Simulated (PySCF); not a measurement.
Si(CCH)2(Cl)2 (C4H2Cl2Si), SMILES Cl[Si](Cl)(C#C)C#C.

Geometry: PBE0-D3(BJ)/def2-SVP.

Method: PBE/def2-TZVP run with PySCF.

The molecule is in vacuum.

Computed frontier levels, gap, dipole moment and polarisability:
```
Property                                                                                                         Result
---------------------------------------------------------------------------------------------  ------------------------
highest occupied level                                                                                         -7.37 eV
lowest empty level                                                                                             -2.17 eV
orbital gap                                                                                                     5.20 eV
dipole moment                                                                                                    2.08 D
quadrupole, principal values (traceless, Buckingham form, about the centre of nuclear charge)  -10.37, -0.10, 10.47 D·Å
mean static polarisability                                                                        90.8 bohr³ (13.46 Å³)
polarisability, principal values                                                                76.2, 89.6, 106.7 bohr³
```
